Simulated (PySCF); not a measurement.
# SbF: frontier orbitals

PBE0 at R = 1.935 Å; basis Sb cc-pVTZ-PP with ECP28, F cc-pVTZ; scalar-relativistic core potentials; PySCF 2.14. State: ³Σ⁻ (triplet), unpaired electrons π ↑↑. Only the outer orbitals are listed, counted within each symmetry, core potentials removing the inner ones.

```tsv
spin	orbital	occ.	ε (eV)	on Sb (%)	main shells (%)
α	5σ	1	-31.58	8	91 F s
α	6σ	1	-15.88	77	76 Sb s, 20 F p
α	3π	1	-11.45	9	91 F p
α	3π	1	-11.45	9	91 F p
α	7σ	1	-11.24	39	61 F p, 20 Sb s, 17 Sb p
α	4π	1	-6.39	94	93 Sb p
α	4π	1	-6.39	94	93 Sb p
α	8σ	0	-1.64	93	80 Sb p, 9 Sb d, 9 F p
α	9σ	0	2.30	100	96 Sb s
α	2δ	0	4.38	100	100 Sb d
β	5σ	1	-31.35	8	91 F s
β	6σ	1	-14.58	60	59 Sb s, 37 F p
β	3π	1	-11.00	7	93 F p
β	3π	1	-11.00	7	93 F p
β	7σ	1	-10.56	54	46 F p, 37 Sb s, 16 Sb p
β	4π	0	-2.79	96	96 Sb p
β	4π	0	-2.79	96	96 Sb p
β	8σ	0	-0.95	94	82 Sb p, 8 Sb d
```

**Question.** Which are the highest filled and the lowest empty level, where do they sit, and how wide is the gap?

**Answer.** Highest filled α 4π at -6.39 eV (in %: 93 Sb p); lowest empty β 4π at -2.79 eV (in %: 96 Sb p); the gap at PBE0 is 3.60 eV. Both belong to one degenerate shell, split only by its one-sided filling, so this is no excitation gap.

```json
{
 "bond order (Mayer)": "0.97",
 "⟨S²⟩": "2.004",
 "charge on Sb (Mulliken, basis-dependent)": "0.41",
 "charge on Sb (Löwdin, basis-dependent)": "0.31",
 "dipole moment (positive dipole means Sb(−)F(+))": "-2.35 D",
 "polarisability along the bond": "36.6 bohr³",
 "polarisability across the bond": "34.3 bohr³"
}
```

Spin–orbit coupling is left out. The state is the lowest determinant that a PBE0 search found; another state may lie lower at other levels.
